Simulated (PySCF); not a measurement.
## Complete the spectrum of C5H10O2Si

Species: C₅H₁₀O₂Si.
Numbering: `[CH3:1][SiH:2]([CH3:3])[CH2:4][C:5](=[O:6])[CH:7]=[O:8]` (hydrogens: H9, H10, H11 on C1; H12 on Si2; H13, H14, H15 on C3; H16, H17 on C4; H18 on C7)

Theory: TDDFT CAM-B3LYP/def2-SVPD, vertical, gas phase, core orbitals frozen in the response in PySCF. One conformer (not necessarily the lowest) at the GFN2-xTB geometry, without solvent, vibrations or thermal averaging. Torsions of this conformer, `[CH3:1][SiH:2]([CH3:3])[CH2:4][C:5](=[O:6])[CH:7]=[O:8]`: C1–Si2–C4–C5 -77°, Si2–C4–C5–O6 90°, C4–C5–C7–O8 22°.

Orbital energies (eV): HOMO-3 -10.68, HOMO-2 -10.37, HOMO-1 -10.30, HOMO -8.77, LUMO -1.41, LUMO+1 1.13, LUMO+2 1.43.

Lowest singlets, with some entries withheld (?).

```csv
state,ν̃ (cm⁻¹),f,"main configurations (H = HOMO, L = LUMO)"
S1,23410,0.0011,H→L (94%)
S2,36890,0.0013,"H-4→L (44%), H-3→L (24%), H-2→L (9%)"
S3,?,?,?
S4,52050,0.0008,"H-2→L (35%), H→L+4 (19%), H→L+2 (17%)"
S5,52890,0.0033,"H-4→L (33%), H-2→L (30%), H→L+2 (13%)"
S6,?,?,?
S7,58370,0.033,"H→L+2 (33%), H→L+1 (23%), H→L+4 (22%)"
S8,62450,0.0059,"H-5→L (27%), H-8→L (24%), H-10→L (18%)"
```

Question: Supply the missing values.

Answer: 
- S3: ν̃ = 47680 cm⁻¹; f = 0.112; H-1→L (85%)
- S6: ν̃ = 54010 cm⁻¹; f = 0.011; H-3→L (63%), H-2→L (19%), H-4→L (12%)

Question: How far apart are S3 and S7, in eV and cm⁻¹?

Answer: 7.237 − 5.911 = 1.326 eV, or about 10690 cm⁻¹.

Question: What is the mean static polarisability from the same response equations?

Answer: 90.9 au (13.47 Å³), with principal values 75.4, 92.0 and 105.3 au.

Question: Where do the lowest triplets lie (Tamm–Dancoff)?

Answer: T1 2.35 eV, H→L (93%); T2 3.96 eV, H-4→L (39%), H-3→L (23%), H-1→L (9%); T3 4.71 eV, H-1→L (60%), H-4→L (11%), H-5→L (11%). E(S1) − E(T1) = +0.55 eV.
